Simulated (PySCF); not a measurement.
**`CC[Si@H]([GeH3])[SiH2]Cl`, C2H11ClGeSi2**

Geometry (Å), atoms numbered from 1 in this order:
```xyz
17

C    -0.972   -1.659    0.757
C    -0.663   -1.377   -0.707
Si    0.253    0.286   -0.932
Ge    2.201    0.297    0.399
Si   -1.093    2.077   -0.298
Cl   -0.067    2.969    1.216
H    -1.484   -2.612    0.873
H    -0.052   -1.698    1.340
H    -1.607   -0.880    1.176
H    -0.052   -2.189   -1.106
H    -1.591   -1.375   -1.281
H     0.640    0.374   -2.353
H     3.082    1.489    0.176
H     1.971    0.305    1.879
H     3.145   -0.860    0.214
H    -1.305    3.117   -1.306
H    -2.415    1.747    0.241
```

Theory: GIAO PBE0/3-21G magnetisability, rotational g tensor and spin-rotation constants, non-relativistic, gas phase in PySCF 2.14.0. Geometry: GFN2-xTB.

The calculation is non-relativistic, which matters for the atoms heavier than Zn.

Task: How diamagnetic is it, and how anisotropic?

Result: Isotropic -2058 × 10⁻³⁰ J/T², or -123.9 × 10⁻⁶ cm³/mol; principal values -2129, -2062, -1983 × 10⁻³⁰ J/T², anisotropy 126 × 10⁻³⁰ J/T² (root of half the summed squared differences of the principal values). The susceptibility is in cgs units.

Task: Split it along the inertial axes a, b, c into diamagnetic and paramagnetic parts about the centre of mass, with the quadrupole moment.

Result: 
| axis | χ (10⁻⁶ cm³/mol) | diamagnetic (10⁻⁶ cm³/mol) | paramagnetic (10⁻⁶ cm³/mol) | summed x² of all electrons (Å²) | quadrupole Θ (D Å) |
| --- | --- | --- | --- | --- | --- |
| a | -120.6 | -1159.6 | 1039.1 | 260.3 | -2.62 |
| b | -126.2 | -1396.1 | 1269.9 | 204.6 | +2.58 |
| c | -125.1 | -1972.2 | 1847.1 | 68.8 | +0.04 |

Anisotropies 2χaa − χbb − χcc = +10.2 and 2χbb − χaa − χcc = -6.7 × 10⁻⁶ cm³/mol. Θ is traceless in Buckingham's convention.

Task: And the rotational g tensor?

Result: 
```
axis  rotational constant (GHz)        g  nuclear part  electronic part
   a                     1.1833  -0.0070        0.5707          -0.5777
   b                     0.9003  -0.0042        0.5329          -0.5371
   c                     0.6172  -0.0028        0.5328          -0.5356
```
Asymmetric top; isotopes 12C, 35Cl, 74Ge, 1H, 28Si; no vibrational averaging.
